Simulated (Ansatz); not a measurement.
Reaction R1 + R2 → P1, each structure at its B3LYP-D3(BJ)/def2-TZVP stationary point, reached from a drawn start (curvature not checked).
P1, Cl4Sn (SMILES [Cl][Sn]([Cl])([Cl])[Cl]) (charge 0, multiplicity 1, Z-matrix in Å and degrees):
```
Sn
Cl 1 2.3091
Cl 1 2.3091 2 109.47
Cl 1 2.3091 2 109.47 3 -120.00
Cl 1 2.3091 2 109.47 3 120.00
```
R1, Cl2Sn (SMILES [Cl][Sn][Cl]) (charge 0, multiplicity 1, Z-matrix in Å and degrees):
```
Sn
Cl 1 2.3879
Cl 1 2.3879 2 98.81
```
R2, Cl2 (SMILES ClCl) (charge 0, multiplicity 1):
| atom | x (Å) | y (Å) | z (Å) |
|---|---|---|---|
| Cl | 0.0000 | 0.0000 | -1.0067 |
| Cl | 0.0000 | 0.0000 | 1.0067 |

P less R. No zero-point or thermal terms; no spin–orbit coupling.

Cores are frozen in the correlated methods. In cc and def2 sets filled d and f shells under p-block atoms count as core.

The values were computed with Ansatz (Gaussian orbitals). Each number belongs to the level named beside it. Elements past Kr take the def2 small-core potentials, without spin–orbit coupling.

Total energies in hartree:

```tsv
structure	PBE/def2-TZVPP	r2SCAN/def2-TZVPP	CCSD(T)/def2-QZVPP
P1	-2054.588841	-2055.305607	-2052.684471
R1	-1134.473165	-1134.866643	-1133.084140
R2	-920.021287	-920.328116	-919.481115
```

Task: Work out the reaction energy at each level in kJ/mol (1 hartree = 2625.49964 kJ/mol), and say how far PBE/def2-TZVPP lies from CCSD(T)/def2-QZVPP.

Result: 
- PBE/def2-TZVPP: (-2054.588841) − (-1134.473165) − (-920.021287) = -0.094389 hartree = -247.8 kJ/mol
- r2SCAN/def2-TZVPP: (-2055.305607) − (-1134.866643) − (-920.328116) = -0.110848 hartree = -291.0 kJ/mol
- CCSD(T)/def2-QZVPP: (-2052.684471) − (-1133.084140) − (-919.481115) = -0.119216 hartree = -313.0 kJ/mol
PBE/def2-TZVPP less CCSD(T)/def2-QZVPP: 65.2 kJ/mol. CCSD(T)/def2-QZVPP is the level counted from, the highest shown, and no exact or measured value.

Ansatz is a program for electronic structure.
